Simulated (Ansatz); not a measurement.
Geometry optimisation, RKS PBE-D4/def2-SVP in Ansatz 0.2.0.

The input (input.yaml):

```yaml
crystal:
  periodic: [false, false, false]
  atoms:
    - { symbol: C, position_ang: [-2.4463, 0.7864, 0.3601] }
    - { symbol: C, position_ang: [-1.4236, 0.2824, -0.226] }
    - { symbol: "N", position_ang: [-0.3223, -0.1387, 0.406] }
    - { symbol: Si, position_ang: [1.1728, -0.9143, -0.038] }
    - { symbol: "N", position_ang: [1.8284, 0.2142, -1.0331] }
    - { symbol: O, position_ang: [2.0559, -0.9549, 1.2889] }
    - { symbol: H, position_ang: [-3.3186, 1.1397, -0.2479] }
    - { symbol: H, position_ang: [-2.5157, 1.004, 1.4131] }
    - { symbol: H, position_ang: [-1.3989, 0.1659, -1.2645] }
    - { symbol: H, position_ang: [-0.3504, -0.0859, 1.4556] }
    - { symbol: H, position_ang: [0.8834, -2.2125, -0.687] }
    - { symbol: H, position_ang: [1.364, 0.2089, -1.8928] }
    - { symbol: H, position_ang: [1.5206, 1.1472, -0.6303] }
    - { symbol: H, position_ang: [2.9376, -0.6716, 1.1247] }
basis:
  gaussian: { orbitals: def2-SVP }
hamiltonian:
  xc: pbe
  dispersion: d4
relax:
  f_tol: 0.02
  max_steps: 50
output:
  orbitals: {}
```

Run as:

```bash
$ ansatz run input.yaml --threads 2 --pin off --max-ram 3072MiB --backend cpu --events-out ev --progress --plain --runs-dir out
```

Problem. Where does it end, and by what steps?

Solution. The forces met the threshold. After 18 steps the energy has fallen by 1.351 eV; H12 moved furthest, 0.79 Å.

```json
{"step": "0", "energy less start (eV)": "0.0000", "largest force component (eV/Å)": "4.950", "accepted": "yes"}
{"step": "1", "energy less start (eV)": "-0.9608", "largest force component (eV/Å)": "1.624", "accepted": "yes"}
{"step": "2", "energy less start (eV)": "-1.2011", "largest force component (eV/Å)": "0.537", "accepted": "yes"}
{"step": "3", "energy less start (eV)": "-1.2662", "largest force component (eV/Å)": "0.668", "accepted": "yes"}
{"step": "4", "energy less start (eV)": "-1.2267", "largest force component (eV/Å)": "0.712", "accepted": "no"}
{"step": "5", "energy less start (eV)": "-1.2896", "largest force component (eV/Å)": "0.370", "accepted": "yes"}
{"step": "6", "energy less start (eV)": "-1.3038", "largest force component (eV/Å)": "0.151", "accepted": "yes"}
{"step": "7", "energy less start (eV)": "-1.3160", "largest force component (eV/Å)": "0.287", "accepted": "yes"}
{"step": "8", "energy less start (eV)": "-1.3178", "largest force component (eV/Å)": "0.505", "accepted": "yes"}
{"step": "9", "energy less start (eV)": "-1.3193", "largest force component (eV/Å)": "0.507", "accepted": "yes"}
{"step": "10", "energy less start (eV)": "-1.0177", "largest force component (eV/Å)": "1.696", "accepted": "no"}
{"step": "11", "energy less start (eV)": "-1.3434", "largest force component (eV/Å)": "0.228", "accepted": "yes"}
{"step": "12", "energy less start (eV)": "-1.3490", "largest force component (eV/Å)": "0.108", "accepted": "yes"}
{"step": "13", "energy less start (eV)": "-1.3484", "largest force component (eV/Å)": "0.215", "accepted": "no"}
{"step": "14", "energy less start (eV)": "-1.3501", "largest force component (eV/Å)": "0.053", "accepted": "yes"}
{"step": "15", "energy less start (eV)": "-1.3506", "largest force component (eV/Å)": "0.023", "accepted": "yes"}
{"step": "16", "energy less start (eV)": "-1.3506", "largest force component (eV/Å)": "0.023", "accepted": "yes"}
{"step": "17", "energy less start (eV)": "-1.3506", "largest force component (eV/Å)": "0.036", "accepted": "no"}
{"step": "18", "energy less start (eV)": "-1.3507", "largest force component (eV/Å)": "0.004", "accepted": "yes"}
```

```xyz
14
Properties=species:S:1:pos:R:3
C -2.625 0.800 0.434
C -1.432 0.412 -0.071
N -0.375 -0.156 0.630
Si 1.140 -0.726 -0.020
N 1.508 0.278 -1.372
O 2.105 -0.667 1.359
H -3.382 1.249 -0.223
H -2.874 0.685 1.502
H -1.215 0.544 -1.146
H -0.533 -0.284 1.634
H 1.191 -2.127 -0.574
H 2.048 -0.073 -2.164
H 1.557 1.296 -1.291
H 2.874 -1.261 1.331
```

The run took 59 s on 2 threads of Arm Neoverse V1, on a shared host, peak memory 0.17 GiB.
